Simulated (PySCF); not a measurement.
B(CCH)2(H) (C4H3B), SMILES B(C#C)C#C.

Geometry optimised at B3LYP-D3(BJ)/def2-SVP.

Calculation: PySCF with HF/def2-TZVP.

Question: Estimate the frontier levels, gap, dipole moment and polarisability. (Estimate from the structure and the level; the computed values follow.)

Answer: 
| Quantity | Result |
|---|---|
| highest occupied level | -10.84 eV |
| lowest empty level | 0.88 eV |
| orbital gap | 11.72 eV |
| dipole moment | 0.84 D |
| quadrupole, principal values (traceless, Buckingham form, about the centre of nuclear charge) | -6.61, -5.06, 11.67 D·Å |
| mean static polarisability | 55.8 bohr³ (8.27 Å³) |
| polarisability, principal values | 33.2, 47.0, 87.2 bohr³ |
